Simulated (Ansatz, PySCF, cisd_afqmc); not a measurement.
System: AlO, charge 0, doublet. AlO (SMILES [O]=[Al], doublet).
B3LYP-D3(BJ)/def2-TZVP minimum from Ansatz (a quantum-chemistry and plane-wave program):
```xyz
2

Al     0.0000     0.0000    -0.6200
O      0.0000     0.0000     1.0074
```
Charge 0, spin multiplicity 2.

Atomisation energy term by term, kcal/mol (programs: Ansatz, cisd_afqmc). Radicals and triplets start from unrestricted determinants; spin-orbit coupling is neglected. Cores are frozen in correlated methods. Rows without X2C or -DK are non-relativistic. AFQMC is phaseless with a CISD trial state; ± is one standard error, without the phaseless bias. Outlying blocks are dropped, and bars are widened where a walk drifts. Over all cases where full CI ran beside it in this data, AFQMC minus full CI had a median of +0.1 mEh and passed +0.4 mEh in a tenth of the cases. CBS(X,Y): correlation extrapolated as X^-3, Hartree-Fock from the larger set (Q,5: extrapolated as (X+1)exp(-9√X)). A bracket is a step between two methods taken in the basis named. '+ core + X2C': CCSD(T) terms for core correlation (cc-pwCVTZ, 1s frozen past Ne) and scalar relativity (cc-pVTZ-DK). Where a partner has so few electrons that a lower coupled-cluster level is exact, that level stands in. The UHF reference of AlO ([O]=[Al], doublet) is spin-contaminated (<S^2> up to 0.06 over the pure value in the sets run). The determinant of AlO ([O]=[Al], doublet) is a saddle point of the SCF energy; a lower one exists, which strains HF and MP2.

```csv
term,basis,kcal/mol
Hartree-Fock,"CBS(cc-pV(Q+d)Z,cc-pV(5+d)Z)",56.42
CCSD correlation,"CBS(cc-pV(Q+d)Z,cc-pV(5+d)Z)",57.25
(T),"CBS(cc-pV(Q+d)Z,cc-pV(5+d)Z)",6.97
CCSDT(Q) - CCSD(T),cc-pV(Q+d)Z,2.97
CCSDTQ - CCSDT(Q),cc-pV(D+d)Z,-0.68
core correlation,cc-pwCVTZ,0.39
scalar relativity,"X2C, cc-pVTZ-DK",-0.32
minus zero-point energy,"harmonic, PySCF's Hessian at B3LYP-D3(BJ)/def2-TZVP",-1.36
sum: D0,,121.6
```

The step beyond CCSD(T) by other levels: CCSDTQ in cc-pV(D+d)Z 2.52; AFQMC/CISD in cc-pV(D+d)Z 0.40 ± 0.26; CCSDT(Q) in cc-pV(D+d)Z 3.21; AFQMC/CISD in cc-pV(T+d)Z 0.73 ± 0.26; CCSDT(Q) in cc-pV(T+d)Z 2.96 kcal/mol.
